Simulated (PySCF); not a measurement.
## Two-component Hartree-Fock for Ce³⁺ (cerium, charge +3)

Start: [Xe] 4f1; 4f7/2 filled at m_j = +7/2. Calculated with PySCF 2.14 in x2c-TZVPall-2c with one added diffuse shell each of s, p, d, f type (12s12p11d5f1g, 147 functions): generalised Hartree-Fock with the X2C-1e Hamiltonian and a Gaussian nucleus; spin-orbit coupling (SO) screened by Boettger's factors. This is a chosen level, not necessarily the ground level.

```tsv
spinor shell	electrons	ε, screened SO (eV)	weight of nominal j (screened SO)	rms radius, screened SO (bohr)
1s1/2	2	-40662.0	1.000	0.0280
2s1/2	2	-6640.0	1.000	0.114
2p1/2	2	-6256.6	1.000	0.0979
2p3/2	4	-5806.3	1.000	0.104
3s1/2	2	-1494.9	1.000	0.296
3p1/2	2	-1331.2	1.000	0.288
3p3/2	4	-1240.5	1.000	0.301
3d3/2	4	-957.13	1.000	0.272
3d5/2	6	-938.13	1.000	0.276
4s1/2	2	-341.10	1.000	0.676
4p1/2	2	-277.63	0.997	0.700
4p3/2	4	-258.36	0.999	0.727
4d5/2	6	-149.00	0.965	0.806
4d3/2	4	-151.72	0.947	0.796
5s1/2	2	-73.821	1.000	1.61
5p1/2	2	-53.835	0.970	1.78
5p3/2	4	-50.745	0.985	1.85
4f7/2	1	-37.739	1.000	1.15
```

```json
{"quantity": "E (hartree)", "screened SO": "-8857.16005"}
{"quantity": "M_J", "screened SO": "7/2"}
{"quantity": "⟨J²⟩", "screened SO": "15.761"}
{"quantity": "⟨L²⟩", "screened SO": "12.050"}
{"quantity": "⟨S²⟩", "screened SO": "0.791"}
```

Each row is a mean over spinors that exchange with the open shell spreads, by up to 7.116 eV (4d5/2).

Breit and QED terms are absent; they matter most for the inner s and p1/2 levels.

Densities and radii are taken from the X2C orbitals without a picture-change correction, which distorts them close to the nucleus.
